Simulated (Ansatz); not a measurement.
**Question.** Name a neutral molecule of Al, C, Cl, Si and H with HOMO–LUMO gap (PBE0/def2-TZVPP) between 4.80 and 5.10 eV and HOMO energy (PBE0/def2-TZVPP) between -7.25 and -6.95 eV (Ansatz, PBE0-D4/def2-TZVP geometry).

**Answer.** `C[Si]([AlH2])([SiH3])Cl` (4.93 eV, -7.07 eV); `C[SiH2][SiH]([AlH2])Cl` (4.91 eV, -7.16 eV). Other molecules can fit too; these were computed, each in one conformer that needn't be the lowest.
